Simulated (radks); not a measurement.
Valence configurations of S (all share [Ne]). All-electron calculation, non-relativistic Kohn-Sham, SCAN, spin-polarised, spherical densities, point nucleus; open shells are filled with parallel spins first; meta-GGA in the generalised Kohn-Sham scheme. Program: a radial shooting solver on a logarithmic mesh with Libxc functionals. Energies are relative to 3s2 3p4; eigenvalues in eV for spin up.

valence      E (eV)  moment (Bohr magnetons)   e(3p)    e(3s)
3s2 3p4       0.000                        2  -8.148  -18.914
3s1.5 3p4.5   5.233                        2  -8.521  -19.407
3s1 3p5      10.355                        2  -8.949  -19.966
3s0.5 3p5.5  16.834                        1  -8.692  -19.658
3p6          22.598                        0  -8.353        -

NIST lists [Ne] 3s2 3p4 as the ground configuration; this level of theory agrees among the configurations tried. The energies are those of spherical high-spin densities, not of single terms.
